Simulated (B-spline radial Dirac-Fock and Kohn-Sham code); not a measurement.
**Ga 2p3/2: cross section and angular parameters**

System: the free gallium atom, configuration 1s2 2s2 2p6 3s2 3p6 3d10 4s2 4p1; threshold 1116.4 eV (tabulated edge). Level of theory: Dirac-Hartree-Slater photoionisation with a Latter tail; cross sections with all multipoles, angular parameters from the dipole term and its interference with E2; a B-spline atomic structure program.

Input file task.json (cfg lists n, l and occupation; rrms is the nuclear radius in fm):

```json
{"items": [{
  "Z": 31,
  "q": 0,
  "cfg": [[1, 0, 2], [2, 0, 2], [2, 1, 6], [3, 0, 2], [3, 1, 6], [3, 2, 10], [4, 0, 2], [4, 1, 1]],
  "A": 69,
  "rrms": 3.9973,
  "do": "xps",
  "hv": [59.1, 60, 80, 85.6, 150, 154.0, 200.0, 201.0, 239.0, 245.0, 277.0, 278.0, 299.0, 400.0, 555.0, 714.0, 1340.0, 1486.9, 2000, 2060.0, 2770.0, 2984.4, 4080.0, 5070.0, 5680.0, 6850.0, 8080.0, 9930.0, 12000, 15000],
  "edges": {"K": 10367.0, "L1": 1299.0, "L2": 1143.2, "L3": 1116.4, "M1": 159.51, "M2": 103.5, "M3": 100.0}
}]}
```

Run with: `python xray2_run.py task.json out`

For linearly polarised light dσ/dΩ = σ/(4π) [1 + β P₂(cos θ) + (δ + γ cos²θ) sin θ cos φ], with θ from the polarisation vector and φ the angle between the beam and the projection of the electron momentum on the plane normal to the polarisation.

```tsv
hν (eV)	σ (kb)	β	γ	δ
1340	377	1.234	-0.120	0.010
1486.9	289	1.358	-0.047	0.015
2000	132	1.466	0.229	0.027
2060	122	1.468	0.257	0.028
2770	53.0	1.441	0.535	0.039
2984.4	42.7	1.425	0.603	0.043
4080	16.8	1.332	0.878	0.062
5070	8.58	1.247	1.054	0.080
5680	6.00	1.198	1.140	0.092
6850	?	?	?	?
8080	1.92	1.030	1.387	0.139
9930	0.970	0.926	1.509	0.174
12000	0.511	0.828	1.611	0.213
15000	0.237	0.713	1.713	0.266
```

Question: Give the values at 6850 eV.

Answer: σ = 3.30 kb, β = 1.111, γ = 1.277, δ = 0.115.

Values without a named source are computed, but for edge energies of neutral atoms, which are taken from tables.
